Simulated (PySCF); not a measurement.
Isomers of C4H9FOSi.

All values: PBE0/def2-SVPD (PySCF) at GFN2-xTB geometries, gas phase, one conformer each. Core orbitals are frozen in the response; Δα² is half the sum of the squared differences of the principal polarisabilities.

Problem. Rank by HOMO–LUMO gap, lowest first.
A. `[CH3:1]/[C:2](=[CH:3]/[O:4][SiH3:5])[CH2:6][F:7]` with C2–C3–O4–Si5 166°, C1–C2–C6–F7 53°
B. `[CH2:1]=[C:2]([CH2:3][CH2:4][F:5])[SiH2:6][OH:7]` with C1–C2–C3–C4 100°, C2–C3–C4–F5 73°, C1–C2–Si6–O7 -107°, C2–Si6–O7–H -52°
C. `[CH3:1][C@@H:2]1[CH2:3][C@H:4]([F:5])[SiH2:6][O:7]1` with C1–C2–C3–C4 -156°, C2–C3–C4–F5 155°, C3–C4–Si6–O7 -20°, C4–Si6–O7–C2 1°

Solution. A (6.66 eV), B (7.25 eV), C (8.09 eV).

Problem. Rank by dipole moment, highest first.
A. `[CH3:1][C@@H:2]1[CH2:3][C@H:4]([F:5])[SiH2:6][O:7]1` with C1–C2–C3–C4 -156°, C2–C3–C4–F5 155°, C3–C4–Si6–O7 -20°, C4–Si6–O7–C2 1°
B. `[CH3:1][O:2][C@@H:3]1[C@@H:4]([F:5])[C@@H:6]1[SiH3:7]` with C1–O2–C3–C4 156°
C. `[CH3:1]/[C:2](=[CH:3]/[O:4][SiH3:5])[CH2:6][F:7]` with C2–C3–O4–Si5 166°, C1–C2–C6–F7 53°
D. `[CH2:1]=[C:2]([CH2:3][CH2:4][F:5])[SiH2:6][OH:7]` with C1–C2–C3–C4 100°, C2–C3–C4–F5 73°, C1–C2–Si6–O7 -107°, C2–Si6–O7–H -52°

Solution. D (3.00 D), C (2.39 D), B (2.06 D), A (1.52 D).

Problem. Rank by mean static polarisability, lowest first.
A. `[CH3:1][C@@H:2]1[CH2:3][C@H:4]([F:5])[SiH2:6][O:7]1` with C1–C2–C3–C4 -156°, C2–C3–C4–F5 155°, C3–C4–Si6–O7 -20°, C4–Si6–O7–C2 1°
B. `[CH2:1]=[C:2]([CH2:3][CH2:4][F:5])[SiH2:6][OH:7]` with C1–C2–C3–C4 100°, C2–C3–C4–F5 73°, C1–C2–Si6–O7 -107°, C2–Si6–O7–H -52°
C. `[CH3:1]/[C:2](=[CH:3]/[O:4][SiH3:5])[CH2:6][F:7]` with C2–C3–O4–Si5 166°, C1–C2–C6–F7 53°

Solution. A (11.01 Å³), B (11.64 Å³), C (12.19 Å³).

All values together:

```csv
SMILES,μ (D),HOMO (eV),LUMO (eV),α (Å³),Δα (Å³)
CO[C@@H]1[C@@H](F)[C@@H]1[SiH3],2.06,-7.62,0.53,11.60,2.33
C/C(=C/O[SiH3])CF,2.39,-6.76,-0.10,12.19,5.55
C=C(CCF)[SiH2]O,3.00,-7.87,-0.63,11.64,2.91
C[C@@H]1C[C@H](F)[SiH2]O1,1.52,-8.05,0.04,11.01,2.15
```

Conformers: `[CH3:1][O:2][C@@H:3]1[C@@H:4]([F:5])[C@@H:6]1[SiH3:7]` with C1–O2–C3–C4 156°; `[CH3:1]/[C:2](=[CH:3]/[O:4][SiH3:5])[CH2:6][F:7]` with C2–C3–O4–Si5 166°, C1–C2–C6–F7 53°; `[CH2:1]=[C:2]([CH2:3][CH2:4][F:5])[SiH2:6][OH:7]` with C1–C2–C3–C4 100°, C2–C3–C4–F5 73°, C1–C2–Si6–O7 -107°, C2–Si6–O7–H -52°; `[CH3:1][C@@H:2]1[CH2:3][C@H:4]([F:5])[SiH2:6][O:7]1` with C1–C2–C3–C4 -156°, C2–C3–C4–F5 155°, C3–C4–Si6–O7 -20°, C4–Si6–O7–C2 1°.
